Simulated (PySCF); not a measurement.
# Correlation energy of Sn²⁺ (tin, charge +2)

[Kr] 4d10 5s2, closed-shell 1S. Computed with PySCF 2.14 in def2-TZVP with the def2 core potential (28 electrons) (6s5p3d2f, 50 functions), with a scalar-relativistic core potential. Frozen: 4s2 4p6 4d10; 2 electrons correlated.

Total MP2 correlation energy: -25.04 mhartree.

Same-spin part 0.00 and opposite-spin part -25.04 mhartree; SCS-MP2 scales them by 1/3 and 6/5 to -30.05 mhartree.

With two correlated electrons CCSD is exact within the correlated space (frozen core and kept virtual orbitals).

```
level  correlation energy (mhartree)
 CCSD                         -34.50
```

Diagnostics: T1 = 0.0043, D1 = 0.0062, largest double amplitude 0.100.

Cost of the coupled-cluster step: 0.16 s of wall time on 1 thread of AMD EPYC 7B13 (shared host), for 2 correlated electrons.
